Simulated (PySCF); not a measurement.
A small calculation by hand: dipole moment from atomic charges

AlH2F, SMILES [F][AlH2]. Atoms are numbered in the order given.

```xyz
4

Al     0.0000     0.0000     0.5617
H      0.0000     1.4011     1.2773
H      0.0000    -1.4011     1.2773
F      0.0000     0.0000    -1.0951
```

Coordinates come from a TPSSh-D3(BJ)/def2-TZVP optimisation.

Charges (e) from HF/def2-TZVPD (PySCF):

```csv
atom,ESP fit,IAO
Al1,1.141,1.165
H2,-0.325,-0.263
H3,-0.325,-0.263
F4,-0.491,-0.640
```

The dipole moment of the full density is 1.55 D.

**Question.** What dipole moment does each set of point charges give, and which comes closer to that of the density?

**Answer.** 
μ = Σ q r, and 1 e Å = 4.8032 D.
ESP fit: Σ q r = (0.000, 0.000, 0.348) e Å, |μ| = 1.67 D.
IAO: Σ q r = (0.000, 0.000, 0.683) e Å, |μ| = 3.28 D.
ESP fit comes closer in size. Point charges leave out the atoms' own dipoles (lone pairs, polarised bonds); fits to the potential absorb them, partitions of the density don't.
